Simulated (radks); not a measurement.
The numbers below are computed, except where a source is named.
Valence configurations of the erbium ion Er2+ (all share [Xe]). Level of theory: scalar-relativistic Kohn-Sham, PBE, spin-polarised, spherical densities, point nucleus; open shells are filled with parallel spins first (spin-orbit coupling, left out, can overturn this in heavy ions) (a radial shooting solver on a logarithmic mesh with Libxc functionals). Energies are relative to 4f12; eigenvalues in eV for spin up.

valence               E (eV)  moment (Bohr magnetons)    e(4f)    e(5d)    e(6p)    e(6s)
4f12                   0.000                        2  -18.142        -        -        -
4f11 6s1               4.517                        4  -27.507        -        -  -17.448
4f11 5d1               4.865                        4  -24.876  -15.593        -        -
4f11 6p1               9.552                        4  -28.833        -  -13.133        -
4f10 5d1 6s1          14.556                        6  -35.286  -19.346        -  -18.417
4f10 6s2              16.781                        4  -38.355        -        -  -19.091
4f10 5d1 6s0.5 6p0.5  17.268                        6  -35.937  -19.828  -13.326  -18.752

NIST lists [Xe] 4f12 as the ground configuration; this level of theory agrees among the configurations tried. The energies are those of spherical high-spin densities, not of single terms.
